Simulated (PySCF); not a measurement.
A PySCF script (with the pyscf-properties extension) for the NMR shieldings of `C=C[C+](C)CB(F)F`, [C5H8BF2]+, on a GFN2-xTB geometry:

```python
import basis_set_exchange as bse
import numpy as np
from pyscf import gto, dft
from pyscf.prop import nmr

atoms = """
C    -2.253814    1.013229   -0.258687
C    -1.053495    0.616218   -0.723959
C    -0.146734   -0.232451   -0.024793
C    -0.348174   -0.615721    1.369883
C     1.028314   -0.708371   -0.723875
B     2.337913    0.202672   -0.364912
F     2.568441    0.565268    0.859717
F     3.165953    0.546662   -1.292857
H    -2.646241    0.709955    0.699442
H    -2.894345    1.641179   -0.857364
H    -0.751660    0.925239   -1.717311
H    -0.831888    0.160654    1.958608
H     0.581848   -0.922721    1.845130
H    -1.014274   -1.486793    1.396152
H     0.915637   -0.707392   -1.808312
H     1.334920   -1.698683   -0.368271
"""
names = dict.fromkeys(["C", "B", "F", "H"], "pcSseg-1")
basis = {el: gto.basis.parse(bse.get_basis(n, elements=[el], fmt="nwchem")) for el, n in names.items()}
mol = gto.M(atom=atoms, basis=basis, charge=1, verbose=0)
mf = dft.RKS(mol, xc="PBE0")
mf.grids.level = 2
mf.grids.alignment = dft.numint.BLKSIZE   # the property module wants whole blocks of grid points
mf.conv_tol = 1e-9
mf.kernel()

calc = nmr.RKS(mf)   # GIAO
C = mf.mo_coeff
Co = C[:, mf.mo_occ > 0]
resp = mf.gen_response(singlet=True, hermi=2)
def vind(x):   # induced exchange potential for any number of trial vectors
    d = np.einsum("pi,xij,qj->xpq", C, 2 * x.reshape(-1, C.shape[1], Co.shape[1]), Co, optimize=True)
    return np.einsum("xpq,pi,qj->xij", resp(d - d.transpose(0, 2, 1)), C, Co, optimize=True).ravel()
mo1, _ = nmr.rhf.solve_mo1(calc, with_cphf=vind)
sigma = calc.kernel(mo1)
for i, s in enumerate(sigma):   # ppm
    print("%2d %-2s %9.2f" % (i, mol.atom_pure_symbol(i), np.trace(s) / 3))
```

Problem. Give the expected output.

Solution. 
```
 0 C       1.51
 1 C      37.66
 2 C     -83.67
 3 C     152.57
 4 C     129.53
 5 B      79.23
 6 F     227.31
 7 F     220.28
 8 H      22.96
 9 H      23.03
10 H      23.71
11 H      27.86
12 H      27.88
13 H      28.26
14 H      27.49
15 H      27.37
```

These numbers come from an equivalent density-fitted implementation of the same equations, which agrees with the script to about 0.01 ppm for H and up to a few tenths of a ppm for heavy atoms, so last digits may differ.

Size and cost of the density-fitted run: 176 basis functions, 45 s wall time on 1 thread of an Arm Neoverse N1, shared host; peak memory 0.8 GiB.
